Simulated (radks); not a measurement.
The potassium anion K-, [Ar] 4s2, held by a Watson sphere: a shell of charge +1 at radius R that stands for the Madelung well of a crystal (potential energy -1/R inside, -1/r outside, in hartree with lengths in bohr). Calculated with a radial shooting solver on a logarithmic mesh with Libxc functionals: scalar-relativistic Kohn-Sham, r2SCAN, spin-polarised, spherical densities, finite nucleus; meta-GGA in the generalised Kohn-Sham scheme; Fermi nuclear charge, rms radius of each element as measured or else 0.836 A^(1/3) + 0.57 fm.

| R (bohr) | e(3s) (eV) | e(3p) (eV) | e(4s) (eV) | <r> 4s (bohr) | sum of <r^2> (bohr^2) | X-ray form factor at sin(theta)/lambda = 0.3 1/angstrom |
|---|---|---|---|---|---|---|
| 2.1 | -40.917 | -23.582 | -3.678 | 4.253 | 60.69 | 11.015 |
| 2.52 | -39.445 | -22.171 | -3.651 | 4.297 | 61.83 | 10.997 |
| 3 | -38.262 | -21.001 | -3.581 | 4.398 | 63.86 | 10.994 |
| 3.05 | -38.164 | -20.903 | -3.571 | 4.411 | 64.11 | 10.995 |
| 3.77 | -37.146 | -19.874 | -3.392 | 4.635 | 68.52 | 10.996 |
| 4.71 | -36.480 | -19.192 | -3.107 | 4.963 | 75.50 | 10.993 |
